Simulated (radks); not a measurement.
Values are calculated unless marked as measured or tabulated.
All-electron atom: Sn3+ in [Kr] 4d10 5s1.

Level of theory: Dirac Kohn-Sham, PBEsol, spin-unpolarised, spherical densities, point nucleus (a radial shooting solver on a logarithmic mesh with Libxc functionals).

Energy parts (eV):
total: -168012.417
kinetic: 176906.039
electron-nucleus: -406543.603
Hartree: 66024.365
exchange-correlation: -4399.218

Orbitals (lengths in bohr, moments of r in powers of bohr; <r^-3> diverges for s and p1/2; r(90%) holds 90 % of the orbital's charge):
orbital,occ.,eigenvalue (eV),r(90%),<r^-3>
1s1/2,2,-29009.94,0.0522,-
2s1/2,2,-4403.597,0.194,-
2p1/2,2,-4115.859,0.173,-
2p3/2,4,-3885.397,0.181,4299
3s1/2,2,-873.5090,0.500,-
3p1/2,2,-756.6147,0.497,-
3p3/2,4,-714.5326,0.513,800.0
3d3/2,4,-507.7581,0.493,125.7
3d5/2,6,-499.0682,0.498,117.3
4s1/2,2,-163.1965,1.19,-
4p1/2,2,-124.2998,1.27,-
4p3/2,4,-116.6929,1.32,144.6
4d3/2,4,-55.6821,1.66,15.80
4d5/2,6,-54.6169,1.68,14.59
5s1/2,1,-35.9537,3.04,-

The highest occupied level is 5s1/2 at -35.954 eV. Summed over all electrons, <r^2> = 28.04 bohr^2, which gives a Langevin (diamagnetic) susceptibility term of -22.2 x 10^-6 cm^3/mol. The density falls to 0.001 e/bohr^3 at r = 3.32 bohr.
